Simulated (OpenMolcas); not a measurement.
Ti II.

```
Program             : OpenMolcas 26.06
Method              : CASSCF
Basis               : ANO-R3 [7s5p5d3f2g1h]
Scalar Hamiltonian  : X2C, finite nucleus
Active space        : 3 electrons in 6 orbitals (3d 4s)
State averaging     : 2S+1 = 4 even, 20 roots; 2S+1 = 2 even, 52 roots
Spin-orbit coupling : RASSI with atomic mean-field integrals over the reference wave functions, term energies averaged over their components
```

Levels without dynamic correlation, in cm⁻¹ above 3d² 4s ⁴F_3/2:

```csv
Level,E
3d² 4s ⁴P_1/2,11939
3d² 4s ²F_5/2,8503
3d² 4s ²D_3/2,12104
```

On this reference, MS-CASPT2, IPEA 0.25 Eh, imaginary shift 0.1 Eh (closed shells correlated: 3s 3p) puts 3d² 4s ⁴P_1/2 at 10240 cm⁻¹.

Estimate the other levels at that method by one scale factor, and say how well it serves.

The factor is 10240 / 11939 = 0.858. Scaled values beside those that MS-CASPT2 gives and measured ones (NIST Handbook of Basic Atomic Spectroscopic Data):
| Level | Scaled | MS-CASPT2 | Miss (%) | Measured |
| --- | --- | --- | --- | --- |
| 3d² 4s ²F_5/2 | 7296 | 3920 | +86.1 | 4629 |
| 3d² 4s ²D_3/2 | 10385 | 7290 | +42.5 |  |
For these levels the scaled values miss MS-CASPT2 by up to 86.1 %, as correlation changes each term by its own factor, spin-orbit parts do not scale and CASPT2 has its own spread within terms. This holds within one configuration; levels of others move differently, and the target method has errors of its own against measurement.

Term energies are means over components that CASPT2 splits; among the terms shown or strongly mixed into the levels shown the widest spread is 1700 cm-1 (3d² 4s ²F, MS-CASPT2). Over all roots computed the reference weight is 0.88 to 0.93 in MS-CASPT2; the roots of lowest weight are the least certain, and an intruder state may touch them. Configurations are named by rounded mean occupations; where the s occupation lies near a half they are strongly mixed, a name can repeat and a true partner stay unpaired. No level of 3d 4s² was computed, though it lies in the active space. Without dynamic correlation excited terms often stand tens of per cent too high (terms of higher spin than the ground term too low), and those without a measured partner can miss by more than the paired ones (holds for CASSCF). Some terms miss by over 15 % even with CASPT2, which points to a basis or an active space too small for the shells correlated (holds for MS-CASPT2). Computed and measured levels are paired by configuration, term and J; levels that our copy of the source lacks, or whose pairing is in doubt (as where it misses far off the trend of its configuration), stay unpaired and out of the deviations. Only configurations of the active space appear.
